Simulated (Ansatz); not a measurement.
Basis-set extrapolation for acetylacetone (keto form), C$_{5}$H$_{8}$O$_{2}$ (PBE0-D4/def2-TZVP geometry, frozen core, the Gaussian-basis code of Ansatz). Multiplicity 1, RHF reference.

```
                      def2-TZVPP   def2-QZVPP
                 HF  -343.866223  -343.881865
    MP2 correlation    -1.284064    -1.373598
CCSD(T) correlation    -1.380586      not run
```

Energies in hartree. Use E(X) = E(∞) + A·exp(−7.88·√X) for Hartree–Fock and E(X) = E(∞) + B·X^(−2.97) for correlation, with X = 3 and 4, and add CCSD(T) minus MP2 of the smaller set to the MP2 limit.

Problem. What is the CCSD(T) energy at the basis-set limit?

Solution. HF limit: -343.881865 + (-0.015642) × 0.13774 = -343.88402. MP2 limit: -1.373598 + (-0.089534) × 0.74074 = -1.43992. Higher-order term: -1.380586 − (-1.284064) = -0.09652. Total: -345.42046 hartree, 4.73 eV below CCSD(T)/def2-TZVPP.
